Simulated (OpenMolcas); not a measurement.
## Cu4+ in a point-charge field

Cu4+ among 6 point charges of -2.2 e arranged as an octahedron (Oh), 1.9 Å from the ion.

- Program: OpenMolcas 26.06
- Method: CASSCF
- Basis: ANO-RCC-VDZP [5s4p2d1f]
- Scalar Hamiltonian: DKH2, point nucleus
- Active space: 7 electrons in 5 orbitals (3d)
- State averaging: 2S+1 = 4 even, 10 roots; 2S+1 = 2 even, 40 roots
- Spin-orbit coupling: state interaction with AMFI integrals over the reference wave functions

The lowest spin-free states (labels of O, the rotations of Oh), above the lowest:

| State | Degeneracy | E (cm-1) | Free-ion L (%) |
| --- | --- | --- | --- |
| 4T1 | 3 | 0.0 | F (100) |
| 4T2 | 3 | 2282 | F (100) |
| 4A2 | 1 | 5090 | F (100) |
| 2E | 2 | 24534 | G (87) |
| 2T2 | 3 | 25258 | G (98) |
| 2T1 | 3 | 25458 | G (94) |
| 4T1 | 3 | 25545 | P (100) |
| 2A1 | 1 | 26188 | G (100) |
| 2T1 | 3 | 32724 | P (67) |
| 2T1 | 3 | 33211 | H (97) |
| 2T2 | 3 | 33718 | H (89) |
| 2E | 2 | 33868 | H (91) |
| 2T1 | 3 | 35544 | H (65) |
| 2E | 2 | 36659 | D (95) |
| 2T2 | 3 | 37197 | D (89) |
| 2T1 | 3 | 57228 | F (100) |
| 2T2 | 3 | 57372 | F (100) |
| 2A2 | 1 | 57790 | F (100) |
| 2E | 2 | 89159 | D (100) |
| 2T2 | 3 | 89222 | D (100) |

The lowest levels with spin-orbit coupling:

```
E (cm-1)  Degeneracy  Label      2S+1               g
     0.0           2     Γ6         4  4.89 4.89 4.89
   479.1           4     Γ8         4                
    1337           4     Γ8         4                
    2083           2     Γ7         4  0.41 0.41 0.41
    3589           2     Γ6         4  2.90 2.90 2.90
    3625           4     Γ8         4                
    4329           2     Γ7         4  1.58 1.58 1.58
    4329           4     Γ8         4                
    7108           4     Γ8         4                
   25364           4     Γ8         2                
   26061           4     Γ8         2                
   26429           2     Γ7         4  2.64 2.64 2.64
   26459           4     Γ8         4                
   26815           2     Γ6         2  3.52 3.52 3.52
   26820           4     Γ8  4 (89 %)                
   27421           4     Γ8         2                
   27553           2     Γ7         2  2.54 2.54 2.54
   27701           2     Γ6         4  2.53 2.53 2.53
   28054           2     Γ6         2  1.54 1.54 1.54
   33680           4     Γ8         2
```

Powder χT (cm3 K/mol): 2.26 at 2 K, 2.34 at 10 K, 2.69 at 50 K, 3.13 at 100 K, 3.85 at 200 K, 4.26 at 300 K. The effective moment at 300 K is 2.828 √(χT) = 5.84 μB.

The lowest level has 2S+1 = 4, for which the spin-only value is χT = S(S+1) / 2 = 1.875 cm3 K/mol (g = 2). The computed 4.258 at 300 K differs by +2.383, through orbital momentum, spin-orbit coupling and any other state in reach. With a threefold ground state the orbital momentum is unquenched, so the spin-only value is not expected to hold.

A least-squares ligand-field fit to the states below 45000 cm-1, each weighted by its degeneracy and with a free common offset, gives 10Dq = 2586 cm-1, B = 1584 cm-1 and C = 5901 cm-1 (C/B = 3.72), with an rms deviation of 94 cm-1.

An orbital triplet at a regular site is open to Jahn-Teller coupling, which can distort the site and quench the lowest spin-orbit gaps and is left out. Without dynamic correlation the repulsion within the d shell is too large (B by tens of per cent), so at a given field states of lower spin stand too high. Point charges give a weaker field than real ligands, and real ions of this kind are often low spin; the high spin found here belongs to the model. This field is weak: 10Dq is about 2586 cm-1, while octahedral complexes of 3d ions of charge 3 and more, computed by the same method with explicit ligands, had a median near 15000 cm-1. Ground spin and moment need not be those of a real site. This is an electrostatic model: the charges have no orbitals. No measured value stands beside these numbers.
